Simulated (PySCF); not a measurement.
ZrF₄, SMILES [F][Zr]([F])([F])[F], multiplicity 1.

Coordinates come from a B3LYP-D3(BJ)/def2-SVP optimisation. The multiplicity is an assumed one; other spin states were not compared. The isomer is the one that the SMILES or the coordinates give; other isomers of the formula were not compared. The def2 effective core potentials stand for the cores of Zr; spin–orbit coupling is left out.

Method: B3LYP/def2-TZVPD (PySCF).

Q: Estimate the frontier levels, gap, dipole moment and polarisability. (An estimate is asked for; the answer gives what the named calculation found.)

A: 
```yaml
highest_occupied_level: -11.92 eV
lowest_empty_level: -1.71 eV
orbital_gap: 10.21 eV
dipole_moment: 0.00 D
quadrupole, principal values (traceless, Buckingham form, about the centre of nuclear charge): 0.00, 0.00, 0.00 D·Å
mean_static_polarisability: 36.2 bohr³ (5.37 Å³)
polarisability_principal_values: 36.2, 36.2, 36.2 bohr³
```
